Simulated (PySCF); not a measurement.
H5InN2O, SMILES [NH2][In]([NH2])[OH].

Geometry optimised at PBE-D3(BJ)/def2-SVP. The structure was generated by enumeration; whether it is a known compound was not checked. The def2 effective core potentials stand for the cores of In; spin–orbit coupling is left out. One conformer was computed; it need not be the lowest.

Method: PBE-D3(BJ)/def2-SVP in PySCF.

Frequencies are harmonic and unscaled.

```
mode  ν (cm⁻¹)  IR (km/mol)  moving atoms (share of kinetic energy)
----  --------  -----------  --------------------------------------
1          105          3.4                 N 65 %, H 20 %, In 13 %
2          118         18.6         O 47 %, N 27 %, H 14 %, In 12 %
3          132          6.4         N 39 %, In 28 %, O 20 %, H 13 %
4          142         16.3                                  H 96 %
5          209         41.6                                  H 93 %
6          232         76.3                                  H 90 %
7          475         61.0                          N 78 %, H 17 %
8          486        140.5                          N 51 %, H 44 %
9          566         76.3                         O 83 %, In 12 %
10         598          6.0                 H 52 %, N 36 %, In 12 %
11         605         75.0                          H 70 %, N 25 %
12         750         16.2                                  H 94 %
13         809         32.9                                  H 92 %
14         818         64.3                                  H 91 %
15        1479          1.9                           H 91 %, N 9 %
16        1491         14.7                                  H 92 %
17        3403          6.9                                  H 96 %
18        3412          8.5                                  H 96 %
19        3502          4.0                           H 92 %, N 8 %
20        3513          6.2                           H 92 %, N 8 %
21        3714         28.8                                  H 94 %
```
